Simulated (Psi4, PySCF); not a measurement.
Here is a job for Psi4.
```
memory 2 GB

molecule {
-1 1
C    -0.10780469    0.00054251    0.68004084
C    -0.02190610    1.23344102   -0.21846953
C    -0.00646224   -1.23439269   -0.21405251
H     0.84309050    0.00760359    1.30038358
H     0.01296381    2.15358899    0.38110298
H     0.03990771   -2.15188010    0.38880905
H     0.85762803    1.28590022   -0.92185351
H    -0.91331302    1.30302432   -0.86049058
H    -0.89691409   -1.31742471   -0.85580041
H     0.87367531   -1.27835733   -0.91726391
}

set {
  basis def2-svp
  freeze_core true
  mp2_type conv
  scf_type pk
  puream true
  d_convergence 1e-8
}

energy('mp2')
print_variables()
```

Task: Write the same job for PySCF.

Result: Several could match; the one computed here: 
```python
from pyscf import gto, scf, mp

mol = gto.M(
    atom='''
C    -0.107805    0.000543    0.680041
C    -0.021906    1.233441   -0.218470
C    -0.006462   -1.234393   -0.214053
H     0.843090    0.007604    1.300384
H     0.012964    2.153589    0.381103
H     0.039908   -2.151880    0.388809
H     0.857628    1.285900   -0.921854
H    -0.913313    1.303024   -0.860491
H    -0.896914   -1.317425   -0.855800
H     0.873675   -1.278357   -0.917264
''',
    basis='def2-svp',
    charge=-1,
    spin=0,
    verbose=4,
)

mf = scf.RHF(mol)
mf.kernel()

pt = mp.MP2(mf, frozen=3)
pt.kernel()
print('E(MP2) = %.10f' % pt.e_tot)
```

Both were run: Psi4 gave -117.920740 Eh and PySCF -117.920740 Eh, 0.000 mEh apart.
